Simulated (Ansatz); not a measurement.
Job for Ansatz (a program for electronic structure): R-CCSD(T)/def2-SVP on CH5NSn (SMILES [CH3][Sn][NH2]), a point of a torsion scan. Elements past Kr take the def2 small-core potentials; no spin–orbit coupling. The run froze 11 orbitals, filled d shells among them.

Ansatz 0.2 input:
```yaml
crystal:
  periodic: [false, false, false]
  atoms:
    - {symbol: C, position_ang: [1.25942936, -0.11164275, 0.11527694]}
    - {symbol: Sn, position_ang: [-0.26892656, 1.32065642, 0.97929075]}
    - {symbol: N, position_ang: [-1.75892839, 0.73493353, -0.29162333]}
    - {symbol: H, position_ang: [1.13009690, -0.23325843, -0.95962887]}
    - {symbol: H, position_ang: [2.29020288, 0.19874376, 0.28875392]}
    - {symbol: H, position_ang: [1.14273928, -1.09743851, 0.56809441]}
    - {symbol: H, position_ang: [-2.74568030, 0.75232380, -0.07871737]}
    - {symbol: H, position_ang: [-1.63013300, 0.04835565, -1.02203616]}
basis:
  gaussian:
    orbitals: def2-SVP
magnetization: {spin_polarized: false}
correlation: {method: ccsd_t, electrons: outside_noble_gas}
scf: {lower_state_search: off}
```

Q: Give the final energy of this run.

A: -308.9394 hartree (reference determinant -308.4951, T1 diagnostic 0.019).
